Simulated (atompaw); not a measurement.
**calcium (Ca): one change to a PAW (atompaw) potential, before and after**

```
Element                 : calcium (Ca)
Generator               : atompaw 4.2.0.5
Type                    : PAW
Functional              : PBE
Relativity              : scalar-relativistic
Frozen core             : [Ne]
Valence charge          : 10
Reference configuration : 3s2 3p6 3d0 4s2 4p0
Partial waves           : 3s (bound): rc 1.75 bohr; 4s (bound): rc 2.20 bohr; 3p (bound): rc 1.90 bohr; 4p (bound, empty): rc 2.20 bohr; 3d (bound, empty): rc 2.20 bohr; 3d channel at 2 Ry: rc 2.20 bohr
Local potential         : vpsmatchnc scheme with l = 3 at 0 Ry, radius 1.60 bohr
Core correction         : smooth core density matched at 2.15 bohr
Augmentation charge     : besselshape compensation charge, radius 1.70 bohr; PAW radius 2.20 bohr; waves and projectors: custom polynom2 7 10 vanderbiltortho
```

All-electron outer shells of the reference configuration (PBE, scalar-relativistic, ld1.x):

```
shell  level (eV)  outermost node (bohr)  outermost maximum (bohr)
   2s     -414.37                   0.10                      0.30
   2p     -334.74                      –                      0.25
   3s      -47.09                   0.45                      0.99
   3p      -28.01                   0.42                      1.04
   4s       -3.77                   1.43                      3.42
   3d       -1.95                      –                      1.27
   4p       -1.40                   1.63                      4.39
```

Change: all radii scaled by about 0.76 (s 1.32, p 1.44, d 1.66 bohr); local potential vpsmatchnc scheme with l = 3 at 0 Ry, radius 1.20 bohr; augmentation besselshape compensation charge, radius 1.28 bohr; PAW radius 1.66 bohr; waves and projectors: custom polynom2 7 10 vanderbiltortho; core correction smooth core density matched at 1.62 bohr.

Cutoffs: the cutoffs (Ry, on a coarse ladder) from which the occupation-weighted sum of valence levels, in a spherical-Bessel basis at the reference potential, stays within 10 and 1 mRy of its value at 400 Ry; they do not see the model core or the augmentation charge, which bear on the density cutoff.

Problem. What does the change do?

Solution. The potential gets harder (21 Ry and 25 Ry → 25 Ry and 160 Ry); neither file shows a bound ghost. A smaller radius makes the pseudo-wave follow the all-electron one further in, where it bends more sharply, so more plane waves are needed.

| quantity | base | changed |
| --- | --- | --- |
| cutoff, loose | 21 Ry | 25 Ry |
| cutoff, tight | 25 Ry | 160 Ry |
| loose cutoff by channel (10 mRy a level) | s 15 Ry, p 18 Ry | s 12 Ry, p 21 Ry |
| bound ghosts | none | none |
| lowest overlap eigenvalue by channel | s 0.61, p 0.68, d 0.91 | s 0.06, p 0.77, d 0.92 |

 The cutoffs see the waves, projectors and local potential, not the compensation charge or the core.
